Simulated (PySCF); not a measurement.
## Two-component Hartree-Fock for Bi²⁺ (bismuth, charge +2)

Start: [Xe] 4f14 5d10 6s1 6p2; 6s1/2 filled at m_j = +1/2; 6p3/2 filled at m_j = +1/2, +3/2. Calculated with PySCF 2.14 in x2c-SVPall-2c with one added diffuse shell each of s, p type (8s12p7d2f, 93 functions): generalised Hartree-Fock with the X2C-1e Hamiltonian and a Gaussian nucleus; one run each with spin-orbit coupling (SO) switched off, then screened by Boettger's factors. This is a chosen level, not necessarily the ground level.

```csv
spinor shell,electrons,"ε, spin-free (eV)","ε, screened SO (eV)",weight of nominal j (screened SO),"rms radius, screened SO (bohr)"
1s1/2,2,-91063.7,-91021.6,1.000,0.0178
2s1/2,2,-16537.8,-16524.2,1.000,0.0718
2p1/2,2,-14172.3,-15854.0,1.000,0.0606
2p3/2,4,-14172.3,-13528.6,1.000,0.0691
3s1/2,2,-4080.4,-4075.8,1.000,0.183
3p1/2,2,-3394.6,-3773.7,1.000,0.175
3p3/2,4,-3394.6,-3245.8,1.000,0.192
3d3/2,4,-2691.0,-2754.9,1.000,0.168
3d5/2,6,-2691.0,-2644.2,1.000,0.172
4s1/2,2,-991.36,-989.83,1.000,0.401
4p1/2,2,-762.91,-857.13,1.000,0.404
4p3/2,4,-762.91,-725.48,1.000,0.438
4d3/2,4,-494.93,-508.77,1.000,0.450
4d5/2,6,-494.93,-484.25,1.000,0.455
5s1/2,2,-200.94,-200.63,1.000,0.891
4f5/2,6,-198.66,-200.93,1.000,0.479
5p1/2,2,-134.35,-152.50,1.000,0.950
5p3/2,4,-134.35,-127.21,1.000,1.04
5d3/2,4,-54.867,-56.609,0.985,1.29
5d5/2,6,-54.867,-53.461,0.990,1.31
6s1/2,1,-38.483,-38.089,0.999,2.24
6p3/2,2,-24.924,-24.798,0.641,2.75
```

(1) Where does 4f7/2 lie, and what is the 4f spin-orbit splitting (screened SO)?

```csv
quantity,spin-free,screened SO
E (hartree),-21511.48613,-21552.42692
M_J,5/2,5/2
⟨J²⟩,8.758,8.759
⟨L²⟩,2.004,2.819
⟨S²⟩,3.754,3.495
```

Each row is a mean over spinors that exchange with the open shell spreads, by up to 2.061 eV (6p3/2).

Rows whose weight is well below 1 are mixtures of j = l ± 1/2: exchange outweighs spin-orbit coupling there, and the label is only the starting occupation.

Breit and QED terms are absent; they matter most for the inner s and p1/2 levels.

Densities and radii are taken from the X2C orbitals without a picture-change correction, which distorts them close to the nucleus.

Without spin-orbit coupling the j labels of p, d and f shells carry no meaning; the spin-free column gives the mean over the occupied spinors of each nl shell.

Answers

(1) At -195.57 eV, 5.358 eV above 4f5/2.
